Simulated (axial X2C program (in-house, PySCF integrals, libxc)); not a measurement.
**Potential curves of YO⁺, 2c**

Computed with an in-house relativistic program for diatomic molecules. Two-component (2c) means X2C with spin–orbit coupling and atomic mean-field two-electron Coulomb and Gaunt terms. Basis: Y dyall-cv3z [11s12p9d6f3g], O dyall-av3z [7s6p3d2f] (cores contracted in-house); Gaussian nuclei, density fitting, unrestricted open shells. Masses: Y 88.906 u, O 15.995 u.

State: Ω = 0 (closed shell). Energies in kJ/mol from the lowest point of each curve. Fits are polynomials in 1 − R0/R over 0.85 to 1.23 times the lowest point R0.

```tsv
R (Å)	CCSD	PBE0
1.5034		153.22
1.5725	83.77	65.60
1.6243	38.21	26.62
1.6762	11.40	5.87
1.7280	0.00	0.00
1.7885	2.22	8.03
1.8490	17.56	28.48
1.9267	51.49	68.01
2.0218		129.84
2.1600		233.28
```

Correlated methods: 8 electrons correlated (number of frozen shells: Y 4 s, 3 p, 1 d; O 1 s), 310 virtual spin orbitals or spinors in MP2, 90 natural virtuals in coupled cluster.

The state is a single determinant with fixed occupations, the lowest that a limited PBE0 search found. The closed shell is kept restricted, so the energy runs too high when the bond is stretched far. CCSD ran in a truncated set of natural virtual spinors with an MP2 remainder; without triples it tends to underbind. The outer-core s and p shells of the metal are frozen in the correlated rows, which leaves out core–valence correlation; for alkali and alkaline-earth bonds that tends to lengthen them. With the outer-core shells frozen, correlated bond lengths of heavy atoms tend to come out a few hundredths of an ångström too long. Coupled cluster ran on the points near the minimum only. MP2 and coupled cluster on one determinant become unreliable at the stretched end.

Task: What are Re and ωe at the CCSD level?

Result: At CCSD, 2c: Re = 1.749 Å, ωe ≈ 938 cm⁻¹; Be follows as 0.407 cm⁻¹.

Task: What are Re and ωe at the PBE0 level?

Result: At PBE0, 2c: Re = 1.726 Å, ωe ≈ 964 cm⁻¹; Be follows as 0.418 cm⁻¹.
